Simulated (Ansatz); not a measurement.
The same ligand exchange along the group S, Se, Te.

Gas-phase electronic energies from Ansatz, PBE0-D4/def2-TZVP geometries. CCSD(T)/CBS is the MP2 limit (def2-TZVPP, def2-QZVPP) plus CCSD(T) − MP2 in def2-TZVPP, frozen cores. This one scheme is used for every species. Functionals use def2-TZVPP. def2 core potentials past Kr. For Se, Te outer-core shells are correlated without core-valence functions, which leaves a few kJ/mol of doubt a bond. Scalar relativity is left out up to krypton. One conformer a species, not always the lowest.

| reaction | CCSD(T)/def2-SVP (eV) | PBE-D4 (eV) | RPA@PBE/def2-TZVPP (eV) |
| --- | --- | --- | --- |
| `S[Si](Cl)(Cl)Cl` + PH₃ → `PS` + `Cl[SiH](Cl)Cl` | 0.67 | 0.55 | 0.54 |
| `Cl[Si](Cl)(Cl)[SeH]` + PH₃ → `P[SeH]` + `Cl[SiH](Cl)Cl` | 0.49 | 0.44 | 0.41 |
| `Cl[Si](Cl)(Cl)[TeH]` + PH₃ → `P[TeH]` + `Cl[SiH](Cl)Cl` | 0.26 | 0.26 | 0.21 |

(1) Give the CCSD(T)/CBS values in the same order. (Estimate.)

Largest T1 diagnostic: 0.013, for PH₃.

Answers

(1) The calculation gave: 0.55, 0.45, 0.25 eV.
